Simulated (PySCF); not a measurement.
How methods differ on the excitation energy of In

In [Kr] 4d10 5s2 5p1 (2P) → In [Kr] 4d10 5s2 5d1 (2D), as a difference of total energies. All numbers are calculated (PySCF 2.14, scalar relativity through the core potential, in aug-cc-pVDZ-PP with ECP28MDF (5s4p3d, 32 functions)). Correlated levels: valence: 4s2 4p6 4d10 frozen. The calculations carry no spin-orbit coupling.

```json
{"method": "UHF", "excitation energy (cm⁻¹)": "36603"}
{"method": "LDA", "excitation energy (cm⁻¹)": "34645"}
{"method": "PBE", "excitation energy (cm⁻¹)": "32903"}
{"method": "PBE0", "excitation energy (cm⁻¹)": "34304"}
{"method": "r2SCAN", "excitation energy (cm⁻¹)": "35463"}
{"method": "M06", "excitation energy (cm⁻¹)": "33155"}
{"method": "HSE06", "excitation energy (cm⁻¹)": "34184"}
{"method": "TPSSh", "excitation energy (cm⁻¹)": "33952"}
{"method": "PBEsol", "excitation energy (cm⁻¹)": "33455"}
{"method": "MP2 (valence)", "excitation energy (cm⁻¹)": "36663"}
{"method": "SCS-MP2 (valence)", "excitation energy (cm⁻¹)": "36531"}
```

Errors of the correlated levels include the incompleteness of this basis and the frozen core.

The promoted electron is Rydberg-like, and one or two diffuse shells describe it only roughly, which tends to raise the upper state.

In the upper state the promoted electron has a positive orbital energy at LDA, PBE, r2SCAN, HSE06, PBEsol, so the basis confines it.

For comparison: 31431 cm⁻¹ (measured; NIST levels, between the centres of gravity of the two terms).
